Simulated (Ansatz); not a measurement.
`Cl[SiH](Cl)C[CH2][GeH3]` and `NC[SiH](Cl)Cl` differ in one atom or group.

Ansatz, PBE0-D4/def2-TZVP geometries, multiplicity 1. Each molecule was computed in one conformer, which needn't be the lowest.

Scalar relativity is left out up to krypton.

```csv
property,`Cl[SiH](Cl)C[CH2][GeH3]`
size of the dipole moment (PBE/def2-TZVPP) / D,1.84
HOMO energy (ωB97M-V/def2-TZVPP) / eV,-10.59
LUMO energy (PBE0/def2-TZVPP) / eV,0.16
HOMO–LUMO gap (ωB97M-V/def2-TZVPP) / eV,12.48
HOMO energy (B3LYP/def2-TZVPP) / eV,-8.22
HOMO energy (PBE0/def2-TZVPP) / eV,-8.41
```

Problem. Give the same properties after the change, and the shifts. (An estimate is asked.)

Solution. Computed: 
```json
{"property": "size of the dipole moment (PBE/def2-TZVPP) / D", "`NC[SiH](Cl)Cl`": "0.88", "shift": "-0.96"}
{"property": "HOMO energy (ωB97M-V/def2-TZVPP) / eV", "`NC[SiH](Cl)Cl`": "-9.30", "shift": "1.29"}
{"property": "LUMO energy (PBE0/def2-TZVPP) / eV", "`NC[SiH](Cl)Cl`": "0.21", "shift": "0.05"}
{"property": "HOMO–LUMO gap (ωB97M-V/def2-TZVPP) / eV", "`NC[SiH](Cl)Cl`": "11.30", "shift": "-1.18"}
{"property": "HOMO energy (B3LYP/def2-TZVPP) / eV", "`NC[SiH](Cl)Cl`": "-6.77", "shift": "1.45"}
{"property": "HOMO energy (PBE0/def2-TZVPP) / eV", "`NC[SiH](Cl)Cl`": "-6.99", "shift": "1.42"}
```

With PBE0 the HOMO rises by 1.42 eV and the LUMO rises by 0.05 eV, so the gap narrows by about 1.37 eV. PBE moves the HOMO by 1.55 eV and ωB97M-V by 1.29 eV. Dipoles are sizes alone; their direction can turn.

B3LYP here is the variant with VWN-RPA as its local correlation; programs differ in this.
